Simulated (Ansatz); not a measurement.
`CC(F)CBr` + HCl → `FC(Cl)CBr` + CH₄ at 600 K and 1 bar (substitution at a C–C bond).

Gas-phase electronic energies from Ansatz, PBE0-D4/def2-TZVP geometries. CBS: MP2 limit from def2 TZ/QZ plus the TZ coupled-cluster correction, frozen cores. This one scheme is used for every species. For Br outer-core shells are correlated without core-valence functions, which leaves a few kJ/mol of doubt a bond. Scalar relativity is left out up to krypton. One conformer a species, not always the lowest.

```tsv
species	CCSD(T)/CBS energy (Eh)	H − E (kJ/mol)	S (J/(mol·K))
`CC(F)CBr`	-2790.88382	283.7	419.2
HCl	-460.38127	35.4	207.2
`FC(Cl)CBr`	-3210.79427	179.6	406.1
CH₄	-40.46206	140.4	215.7
```

H − E and S are ideal-gas, rigid-rotor, harmonic terms from PBE0-D4/def2-TZVP, for one conformer and one mirror image of each species. 1 Eh = 2625.50 kJ/mol, R = 8.31446 J/(mol·K).

Problem. By hand: ΔE, ΔH, ΔS and ΔG.

Solution. ΔE = (-3210.79427) + (-40.46206) − (-2790.88382) − (-460.38127) = 0.00876 Eh = 23.0 kJ/mol. Δ(H − E) = 179.6 + 140.4 − 283.7 − 35.4 = 0.9, so ΔH = 23.9 kJ/mol. ΔS = 406.1 + 215.7 − 419.2 − 207.2 = -4.6 J/(mol·K). ΔG = 23.9 − 600 × (-4.6)/1000 = 26.7 kJ/mol.

Problem. By hand: the equilibrium constant, and the temperature at which ΔG would vanish if ΔH and ΔS stayed fixed.

Solution. log₁₀ K = −ΔG/(RT ln 10) = -2.3. ΔH and −TΔS have one sign here, so there is no such temperature. One of them is within its doubt of zero, so this could turn.

The number of gas molecules stays the same, so ΔS is small and ΔH decides. A doubt of 5 kJ/mol in ΔE shifts log₁₀ K by 0.4 here. Other conformers and mirror images would add mixing entropy, several J/(mol·K) or more a flexible species. These are equilibria of isolated gas molecules and say nothing of rates. Largest T1 diagnostic: 0.009 (customary marks: 0.02 for closed shells, 0.045 for open ones).
